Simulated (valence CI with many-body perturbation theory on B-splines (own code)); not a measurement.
Pb75+: E2, M1 decay

Level of theory: configuration interaction combined with many-body perturbation theory (CI+MBPT): five valence electrons over a frozen Dirac-Fock core [He], radial functions for each j: 11 s, 11 p, 10 d, 8 f, 5 g, 2 h, with the one-electron correlation potential Σ1, the two-electron term Σ2, the three-electron term Σ3, Breit, model QED; selected CI, second order for the rest, scaled by the run's own slope (own B-spline code, finite nucleus).

No measured spectrum was set against this ion. As an estimate, large intervals hold to a few tenths of a per cent, small ones and those within an open d or f shell to about a per cent. Among the levels kept, up to 7700 cm⁻¹ of a level comes from second order outside the variational space, and about a tenth of that is noise between levels of different J, which matters for small intervals.

Lines 1 to 50 of 120 in falling wavelength, among levels below 17129 eV, chosen from the decays that carry over 1 % of a level's rate. Wavelengths and rates use the calculated energies. Electric multipoles are in the length gauge with retardation, E1 and E2 with the static RPA response of the core. M1 uses the relativistic operator with retardation. S is in atomic units (e²a₀⁴ for E2 and M2, e²a₀⁶ for E3), for M1 in squared Bohr magnetons. Weak lines are less certain than strong ones. Lines between different terms over intervals too small for the method are left out, as are lines whose strength nearly cancels.

Levels are named by their leading jj configuration (3d3/2^4 stands for four electrons in 3d with j = 3/2), which in mixed levels can hold well under half, so a name can repeat and another be missing. Letters in brackets count levels of one name in rising energy.

```tsv
λ vac (nm)	Upper	Lower	Type	A (s⁻¹)	S (a.u.)
0.5502	(2s^2 2p1/2 2p3/2^2) J=3/2	(2s^2 2p1/2^2 2p3/2) J=3/2	M1	1.03e+11	2.56e+00
0.5487	(2s^2 2p3/2^3) J=3/2	(2s^2 2p1/2 2p3/2^2) J=1/2	M1	2.58e+10	6.31e-01
0.5455	(2s^2 2p1/2 2p3/2 3p1/2) J=1/2	(2s^2 2p1/2^2 3p1/2) J=1/2	M1	7.05e+10	8.48e-01
0.5447	(2s^2 2p1/2 2p3/2^2) J=5/2	(2s^2 2p1/2^2 2p3/2) J=3/2	M1	1.71e+10	6.15e-01
0.5447	(2s^2 2p1/2 2p3/2^2) J=5/2	(2s^2 2p1/2^2 2p3/2) J=3/2	E2	9.97e+08	2.56e-05
0.5440	(2s^2 2p1/2 2p3/2 3p1/2) J=3/2 [a]	(2s^2 2p1/2^2 3p1/2) J=1/2	M1	5.22e+10	1.25e+00
0.5440	(2s^2 2p3/2^2 3d5/2) J=9/2	(2s^2 2p1/2 2p3/2 3d5/2) J=7/2 [b]	M1	2.49e+10	1.48e+00
0.5372	(2s^2 2p3/2^2 3d5/2) J=9/2	(2s^2 2p1/2 2p3/2 3d5/2) J=9/2	M1	4.27e+10	2.45e+00
0.5338	(2s^2 2p3/2^3) J=3/2	(2s^2 2p1/2 2p3/2^2) J=5/2	M1	2.79e+10	6.28e-01
0.5325	(2s^2 2p3/2^2 3d5/2) J=9/2	(2s^2 2p1/2 2p3/2 3d5/2) J=7/2 [a]	M1	3.67e+10	2.05e+00
0.5300	(2s^2 2p1/2 2p3/2^2) J=1/2	(2s^2 2p1/2^2 2p3/2) J=3/2	M1	5.55e+10	6.13e-01
0.5300	(2s^2 2p1/2 2p3/2^2) J=1/2	(2s^2 2p1/2^2 2p3/2) J=3/2	E2	8.20e+08	6.12e-06
0.5286	(2s^2 2p3/2^3) J=3/2	(2s^2 2p1/2 2p3/2^2) J=3/2	M1	1.11e+11	2.42e+00
0.1141	(2s^2 2p1/2 2p3/2 3p1/2) J=1/2	(2s^2 2p1/2 2p3/2^2) J=1/2	M1	5.38e+10	5.92e-03
0.1140	(2s^2 2p1/2 2p3/2 3p1/2) J=3/2 [a]	(2s^2 2p1/2 2p3/2^2) J=1/2	E2	5.00e+11	3.44e-06
0.1139	(2s^2 2p1/2 2p3/2 3p1/2) J=5/2	(2s^2 2p1/2 2p3/2^2) J=1/2	E2	9.99e+11	1.02e-05
0.1134	(2s^2 2p1/2 2p3/2 3p1/2) J=1/2	(2s^2 2p1/2 2p3/2^2) J=5/2	E2	1.06e+12	3.54e-06
0.1134	(2s^2 2p1/2^2 3p1/2) J=1/2	(2s^2 2p1/2^2 2p3/2) J=3/2	E2	5.16e+12	1.73e-05
0.1134	(2s^2 2p1/2^2 3p1/2) J=1/2	(2s^2 2p1/2^2 2p3/2) J=3/2	M1	1.64e+11	1.77e-02
0.1134	(2s^2 2p1/2 2p3/2 3p1/2) J=3/2 [a]	(2s^2 2p1/2 2p3/2^2) J=5/2	M1	9.92e+10	2.14e-02
0.1134	(2s^2 2p1/2 2p3/2 3p1/2) J=3/2 [a]	(2s^2 2p1/2 2p3/2^2) J=5/2	E2	4.96e+10	3.32e-07
0.1133	(2s^2 2p1/2 2p3/2 3p1/2) J=3/2 [b]	(2s^2 2p1/2 2p3/2^2) J=1/2	E2	4.93e+11	3.30e-06
0.1132	(2s^2 2p1/2 2p3/2 3p1/2) J=5/2	(2s^2 2p1/2 2p3/2^2) J=5/2	E2	2.92e+12	2.91e-05
0.1132	(2s^2 2p1/2 2p3/2 3p1/2) J=5/2	(2s^2 2p1/2 2p3/2^2) J=5/2	M1	7.81e+10	2.52e-02
0.1132	(2s^2 2p1/2 2p3/2 3p1/2) J=1/2	(2s^2 2p1/2 2p3/2^2) J=3/2	E2	1.59e+12	5.27e-06
0.1132	(2s^2 2p1/2 2p3/2 3p1/2) J=1/2	(2s^2 2p1/2 2p3/2^2) J=3/2	M1	1.40e+11	1.50e-02
0.1131	(2s^2 2p1/2 2p3/2 3p1/2) J=3/2 [a]	(2s^2 2p1/2 2p3/2^2) J=3/2	E2	3.10e+12	2.05e-05
0.1131	(2s^2 2p3/2^2 3p1/2) J=3/2	(2s^2 2p3/2^3) J=3/2	E2	1.04e+12	6.89e-06
0.1131	(2s^2 2p3/2^2 3p1/2) J=3/2	(2s^2 2p3/2^3) J=3/2	M1	1.64e+11	3.52e-02
0.1131	(2s^2 2p3/2^2 3p1/2) J=5/2	(2s^2 2p3/2^3) J=3/2	E2	3.59e+12	3.56e-05
0.1130	(2s^2 2p1/2 2p3/2 3p1/2) J=5/2	(2s^2 2p1/2 2p3/2^2) J=3/2	E2	7.29e+11	7.19e-06
0.1127	(2s^2 2p1/2 2p3/2 3p1/2) J=3/2 [b]	(2s^2 2p1/2 2p3/2^2) J=5/2	E2	2.87e+12	1.86e-05
0.1125	(2s^2 2p1/2 2p3/2 3p1/2) J=3/2 [b]	(2s^2 2p1/2 2p3/2^2) J=3/2	E2	2.47e+11	1.58e-06
0.1123	(2s^2 2p3/2^2 3p1/2) J=1/2	(2s^2 2p3/2^3) J=3/2	E2	2.71e+12	8.66e-06
0.1123	(2s^2 2p3/2^2 3p1/2) J=1/2	(2s^2 2p3/2^3) J=3/2	M1	8.55e+10	8.99e-03
0.1079	(2s^2 2p3/2^2 3d5/2) J=9/2	(2s 2p1/2 2p3/2^3) J=5/2	E2	5.01e+10	6.55e-07
0.1074	(2s 2p1/2 2p3/2^2 3p3/2) J=7/2 [a]	(2s 2p1/2 2p3/2^3) J=3/2 [a]	E2	6.40e+11	6.54e-06
0.1074	(2s 2p1/2 2p3/2^2 3p3/2) J=9/2	(2s 2p1/2 2p3/2^3) J=5/2	E2	9.21e+11	1.17e-05
0.1071	(2s^2 2p1/2 2p3/2 3p3/2) J=3/2 [b]	(2s^2 2p1/2 2p3/2^2) J=1/2	E2	9.69e+11	4.87e-06
0.1071	(2s 2p1/2 2p3/2^2 3p3/2) J=5/2 [d]	(2s 2p1/2 2p3/2^3) J=3/2 [b]	E2	1.21e+12	9.09e-06
0.1070	(2s 2p1/2^2 2p3/2 3p3/2) J=7/2	(2s 2p1/2^2 2p3/2^2) J=5/2	E2	1.75e+12	1.75e-05
0.1070	(2s^2 2p1/2 2p3/2 3p3/2) J=5/2 [b]	(2s^2 2p1/2 2p3/2^2) J=1/2	E2	1.04e+12	7.79e-06
0.1069	(2s 2p1/2^2 2p3/2 3p3/2) J=1/2 [b]	(2s 2p1/2^2 2p3/2^2) J=3/2	E2	3.16e+12	7.89e-06
0.1069	(2s^2 2p1/2 2p3/2 3p3/2) J=5/2 [a]	(2s^2 2p1/2 2p3/2^2) J=5/2	E2	4.10e+11	3.06e-06
0.1068	(2s^2 2p3/2^2 3p3/2) J=7/2	(2s^2 2p3/2^3) J=3/2	E2	1.02e+12	1.01e-05
0.1068	(2s^2 2p3/2^2 3p3/2) J=5/2	(2s^2 2p3/2^3) J=3/2	E2	1.08e+12	8.07e-06
0.1068	(2s^2 2p1/2 2p3/2 3p3/2) J=1/2 [a]	(2s^2 2p1/2 2p3/2^2) J=5/2	E2	4.57e+11	1.13e-06
0.1068	(2s^2 2p3/2^2 3p3/2) J=1/2	(2s^2 2p3/2^3) J=3/2	E2	9.70e+11	2.41e-06
0.1068	(2s^2 2p1/2 2p3/2 3p3/2) J=3/2 [a]	(2s^2 2p1/2 2p3/2^2) J=5/2	E2	1.31e+12	6.50e-06
0.1067	(2s^2 2p1/2^2 3p3/2) J=3/2	(2s^2 2p1/2^2 2p3/2) J=3/2	E2	2.60e+12	1.29e-05
```
